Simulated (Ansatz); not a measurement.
## Pulling the pair apart

The pair of CH4S (SMILES CS, atoms 1–6) and H2 (SMILES [H][H], atoms 7–8), both closed shells, in one local arrangement (a lower one may exist), relaxed at PBE0-D4/def2-TZVP:

```xyz
8
angstrom
C 0.1018 0.2611 -1.0126
S 0.4662 -1.3675 -0.3229
H -0.5359 0.1872 -1.8925
H 1.0602 0.6852 -1.3123
H -0.3515 0.9166 -0.2696
H -0.7990 -1.7181 -0.0447
H 0.1457 0.2390 2.2066
H -0.0873 0.7965 2.6481
```

H2 is shifted rigidly along the line between the mean atom positions of the two fragments (negative: closer). Counterpoise interaction energies in kcal/mol. Computed with Ansatz 0.2.0 (basis: def2-TZVPPD); correlated methods freeze the cores. B3LYP uses VWN-RPA correlation.

```json
{"shift (Å)": "-0.30", "B3LYP-D4": "-0.33", "wB97M-V": "-0.34", "HF": "1.49"}
{"shift (Å)": "-0.15", "B3LYP-D4": "-0.59", "wB97M-V": "-0.60", "HF": "0.83"}
{"shift (Å)": "0.00", "B3LYP-D4": "-0.69", "wB97M-V": "-0.68", "HF": "0.42"}
{"shift (Å)": "0.15", "B3LYP-D4": "-0.69", "wB97M-V": "-0.68", "HF": "0.17"}
{"shift (Å)": "0.36", "B3LYP-D4": "-0.62", "wB97M-V": "-0.61", "HF": "-0.02"}
{"shift (Å)": "0.75", "B3LYP-D4": "-0.42", "wB97M-V": "-0.44", "HF": "-0.12"}
{"shift (Å)": "1.51", "B3LYP-D4": "-0.18", "wB97M-V": "-0.20", "HF": "-0.09"}
{"shift (Å)": "3.01", "B3LYP-D4": "-0.07", "wB97M-V": "-0.05", "HF": "-0.03"}
```

(1) What does CCSD(T) give at these shifts? (An estimate is asked for; the value comes from the calculation.)

T1 diagnostic: at most 0.010.

## Answers

(1) By the calculation: -0.05, -0.37, -0.52, -0.57, -0.55, -0.42, -0.19, -0.05 kcal/mol. For zero shift, CCSD(T) at an estimated basis limit (MP2 extrapolated from triple and quadruple zeta, plus CCSD(T) − MP2 in triple zeta) gives -0.68 kcal/mol. These are counterpoise interaction energies, counted from the two frozen fragments.

For scale, one of the runs: CCSD(T)/def2-TZVPPD, 190 basis functions, launched by `ansatz run in.yaml --threads 2 --pin off --events-out ev --progress --plain --max-ram 5222MiB`. Hardware: 2 CPU threads of an Intel Xeon Platinum 8488C, shared host. Wall time 24 s; peak host memory 1.9 GiB.
